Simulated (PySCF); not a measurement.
ZnF, SMILES [F][Zn] (connectivity only; charge and spin as stated), neutral, multiplicity 2.

Coordinates come from a r2SCAN-D4/def2-TZVPD optimisation. The spin state was assumed, not searched.

All values below come from ωB97X/def2-TZVPD in PySCF.

The molecule is in vacuum.

Computed frontier levels, dipole moment and polarisability:
| Property | Value |
|---|---|
| α spin, highest occupied and lowest empty level | -8.86 and 0.64 eV |
| β spin, highest occupied and lowest empty level | -12.44 and -1.66 eV |
| dipole moment | 3.10 D |
| mean static polarisability | 32.7 bohr³ (4.85 Å³) |
| polarisability, principal values | 32.7, 32.7, 32.8 bohr³ |
| ⟨S²⟩ | 0.752 (pure state 0.75) |
